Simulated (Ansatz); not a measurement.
C$_{3}$H$_{6}$OSe, SMILES `CO/C=C\[SeH]`. The species carries charge 0 and has multiplicity 1. Correlated methods include outer-core shells of Se, which these sets cover unevenly. Scalar relativity is left out up to krypton.

```xyz
11

C    -0.357    1.235    1.539
O     0.263    0.703    0.390
C    -0.429   -0.268   -0.242
C     0.124   -1.009   -1.194
Se    1.930   -0.769   -1.710
H     0.277    2.046    1.894
H    -1.350    1.634    1.302
H    -0.449    0.479    2.326
H    -1.469   -0.397    0.050
H    -0.461   -1.752   -1.714
H     1.921   -1.903   -2.640
```

**Question.** Give the diagnostics of a CCSD(T)/def2-TZVPP run (frozen core, Ansatz 0.2.0). (Estimate.)

**Answer.** Ansatz gave: T1 = 0.0113, largest single amplitude 0.020, largest double 0.053, (T) share of the correlation energy 4.0 %, 9 CCSD cycles. The RHF solution is stable towards an unrestricted one. T1 lies under the customary mark of 0.02 for closed shells.
